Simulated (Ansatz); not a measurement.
Relaxation of C2H8AlBr (12 atoms, charge 0, multiplicity 1), to a largest force component of 0.03 eV/Å in at most 50 steps.

Level of theory: RKS revPBE-D4/def2-SVP (Ansatz).

```xyz
12
Properties=species:S:1:pos:R:3
Al -0.442 0.018 0.237
H 1.589 -1.922 0.016
C -0.951 -0.025 -1.660
C 0.713 1.252 1.232
H 1.000 -2.061 0.379
Br -1.513 -1.638 1.577
H -0.468 0.773 -2.261
H -0.691 -1.005 -2.111
H -2.052 0.083 -1.768
H 0.094 1.973 1.810
H 1.335 0.708 1.973
H 1.384 1.844 0.576
```

Task: Where does it end, and by what steps?

Result: It converged. The force dipped under the threshold on the way, but the program's further checks kept it going. After 14 steps the energy has fallen by 0.155 eV; H2 moved furthest, 0.56 Å.

```
step  energy less start (eV)  largest force component (eV/Å)  accepted
   0                  0.0000                           2.186       yes
   1                 -0.0900                           0.741       yes
   2                 -0.0892                           0.996        no
   3                 -0.1250                           0.438       yes
   4                 -0.1258                           0.232       yes
   5                 -0.1448                           0.096       yes
   6                 -0.1475                           0.042       yes
   7                 -0.1495                           0.094       yes
   8                 -0.1510                           0.072       yes
   9                 -0.1522                           0.161       yes
  10                 -0.1533                           0.091       yes
  11                 -0.1545                           0.030       yes
  12                 -0.1550                           0.014       yes
  13                 -0.1552                           0.055       yes
  14                 -0.1553                           0.026       yes
```

```xyz
12
Properties=species:S:1:pos:R:3
Al -0.454 -0.144 0.319
H 1.566 -1.417 -0.231
C -0.927 -0.105 -1.587
C 0.666 1.172 1.253
H 1.164 -1.906 0.208
Br -1.550 -1.699 1.629
H -0.142 0.382 -2.204
H -1.111 -1.123 -1.991
H -1.867 0.474 -1.737
H 0.050 2.038 1.581
H 1.139 0.750 2.163
H 1.467 1.577 0.597
```

Whether the end is a true minimum wasn't checked by a vibrational analysis.

Time of the run: 30 s on 2 threads of Arm Neoverse V2, on a shared host, peak memory 0.16 GiB.
